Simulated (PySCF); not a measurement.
C₂H₅Si, SMILES [CH2][Si]C (connectivity only; charge and spin as stated), charge +1, multiplicity 1.

Geometry optimised at TPSSh-D3(BJ)/def2-TZVP. The multiplicity is an assumed one; other spin states were not compared. The isomer is the one that the SMILES or the coordinates give; other isomers of the formula were not compared.

Two levels are set side by side: PBE/def2-TZVPD (PySCF) and PBE0/def2-TZVPD (PySCF). Same geometry, gas phase. Differences are taken from unrounded values.

```tsv
quantity	PBE
orbital gap (eV)	2.59
highest occupied level (eV)	-11.98
lowest empty level (eV)	-9.38
mean polarisability (bohr³)	50.1
```

### Question
These are the PBE values. What does PBE0 give? (Estimate from the structure and the level; the computed values follow.)

### Answer

```
quantity                       PBE0  PBE minus PBE0
---------------------------  ------  --------------
orbital gap (eV)               4.45           -1.85
highest occupied level (eV)  -12.97            0.99
lowest empty level (eV)       -8.52           -0.86
mean polarisability (bohr³)    49.7             0.4
```

PBE's occupied levels lie high since its potential decays too fast outside the molecule; exact exchange lowers them and widens the gap. Differences between two approximate levels are no errors against the true value.

Rough cost on one machine, each run with all the roots and properties that it gave: PBE0 against PBE within a factor of 2.
